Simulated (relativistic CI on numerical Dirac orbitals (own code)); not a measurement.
## Crystal-field levels of Eu3+, 4f6

Calculated by Dirac-Coulomb-Breit CI, orbitals from a KLI potential per configuration, model QED, valence Slater integrals scaled by 0.8, one configuration in a parametric crystal field (own radial code).

Field parameters in Wybourne normalisation. The field is a parameter set, without covalency.

S and J are read from ⟨S²⟩ = S(S + 1) and ⟨J²⟩ = J(J + 1) of each level; they are not fictitious spins.

D4h, B20 = 130, B40 = 1570, B44 = 760, B60 = -210, B64 = 130 cm⁻¹, the lowest 16 levels:

| E (cm⁻¹) | Degeneracy | Irrep | S | J |
| --- | --- | --- | --- | --- |
| 0.0 | 1 | A1 | 2.93 | 0.13 |
| 387 | 2 | E | 2.94 | 1.06 |
| 430 | 1 | A2 | 2.94 | 1.05 |
| 977 | 1 | B1 | 2.96 | 2.01 |
| 985 | 1 | A1 | 2.96 | 2.01 |
| 1124 | 1 | B2 | 2.96 | 2.08 |
| 1177 | 2 | E | 2.96 | 2.07 |
| 1899 | 1 | B1 | 2.97 | 3.01 |
| 1989 | 2 | E | 2.97 | 3.02 |
| 2002 | 1 | B2 | 2.97 | 2.99 |
| 2021 | 1 | A2 | 2.97 | 3.03 |
| 2023 | 2 | E | 2.97 | 3.02 |
| 2803 | 1 | B2 | 2.98 | 4.00 |
| 2834 | 2 | E | 2.98 | 3.99 |
| 2938 | 1 | B1 | 2.98 | 4.01 |
| 2994 | 1 | A1 | 2.98 | 4.01 |

C2v, B20 = -730, B22 = -180, B40 = -810, B42 = -510, B44 = 60, B60 = -240, B62 = -100, B64 = -20, B66 = 660 cm⁻¹, the lowest 16 levels:

```tsv
E (cm⁻¹)	Degeneracy	S	J
0.0	1	2.93	0.17
288	1	2.94	1.03
440	1	2.94	1.06
511	1	2.94	1.10
1016	1	2.96	2.01
1063	1	2.96	2.02
1083	1	2.96	2.03
1179	1	2.96	2.08
1220	1	2.96	2.07
1931	1	2.97	3.02
1934	1	2.97	3.07
1940	1	2.97	3.03
2033	1	2.97	3.00
2038	1	2.97	3.00
2051	1	2.97	3.00
2054	1	2.97	3.03
```

The next free-ion level lies 407 cm⁻¹ above the lowest; the ground level cannot split, and the field only mixes in higher J.

Levels of this model without a field, named by their leading LS term (the scale mimics covalency, so terms lie below those of the real free ion): 7F_0 0, 7F_1 407, 7F_2 1101, 7F_3 1974, 7F_4 2950, 7F_5 3981, 7F_6 5029, 5D_0 15160 cm⁻¹.
